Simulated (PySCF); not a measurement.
Dipole polarisabilities along the 4d series, charge +2

Calculated with PySCF 2.14 for the ground configurations, without spin-orbit coupling: coupled response for Hartree-Fock and DFT. Mean α in bohr³, C₆ of like pairs in atomic units.

| species | α UHF | α PBE | α PBE0 | C₆ UHF | C₆ PBE | C₆ PBE0 |
| --- | --- | --- | --- | --- | --- | --- |
| Zr(2+) [Kr] 4d2 (aug-cc-pwCVTZ-PP with ECP28MDF, ECP) | 11.28 | 12.89 | 12.21 | 55.88 | 63.40 | 60.20 |
| Nb(2+) [Kr] 4d3 (aug-cc-pwCVTZ-DK, spin-free X2C) | 10.36 | 11.66 | 11.09 | 54.09 | 60.80 | 57.80 |
| Mo(2+) [Kr] 4d4 (aug-cc-pwCVTZ-PP with ECP28MDF, ECP) | 9.224 | 10.62 | 10.07 | 48.69 | 56.59 | 53.53 |
| Tc(2+) [Kr] 4d5 (aug-cc-pwCVTZ-PP with ECP28MDF, ECP) | 8.102 | 9.364 | 8.888 | 42.88 | 50.33 | 47.55 |
| Ru(2+) [Kr] 4d6 (aug-cc-pwCVTZ-PP with ECP28MDF, ECP) | 7.471 | 8.605 | 8.192 | 39.41 | 46.22 | 43.77 |
| Rh(2+) [Kr] 4d7 (aug-cc-pwCVTZ-DK, spin-free X2C) | 6.722 | 7.642 | 7.306 | 35.55 | 40.94 | 38.97 |
| Pd(2+) [Kr] 4d8 (aug-cc-pwCVTZ-PP with ECP28MDF, ECP) | 6.045 | 6.953 | 6.642 | 31.22 | 36.65 | 34.81 |
| Ag(2+) [Kr] 4d9 (aug-cc-pwCVTZ-PP with ECP28MDF, ECP) | 5.438 | 6.250 | 5.975 | 27.62 | 32.43 | 30.82 |
| Cd(2+) [Kr] 4d10 (aug-cc-pwCVTZ-PP with ECP28MDF, ECP) | 4.831 | 5.544 | 5.306 | 23.94 | 28.08 | 26.71 |
